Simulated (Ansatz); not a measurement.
System: MgBr, net charge 0, doublet state. SMILES: [Br][Mg]
Structure (B3LYP-D3(BJ)/def2-TZVP (Ansatz, a quantum-chemistry and plane-wave program) minimum search):
```xyz
2

Mg     0.0000     0.0000    -1.7741
Br     0.0000     0.0000     0.6083
```
Charge 0, spin multiplicity 2.

Computed values are from Ansatz. Valence correlation only, unless marked. UHF or UKS for open shells. Spin-orbit coupling is left out. Frozen are the shells of the preceding noble gas and the d and f shells that filled before the atom's block. No relativistic terms. CBS marks a two-point X^-3 extrapolation of the correlation energy; Hartree-Fock from the larger set.

- atomisation energy De: 67.3 kcal/mol at CCSD(T)/CBS(def2-TZVPPD,def2-QZVPPD)
- total energy: -2772.3901 Eh at CCSD(T)/CBS(def2-TZVPPD,def2-QZVPPD)
- dipole moment: 3.42 D at CCSD(T)/def2-SVPD
- T1 diagnostic: 0.011 at CCSD/def2-QZVPPD
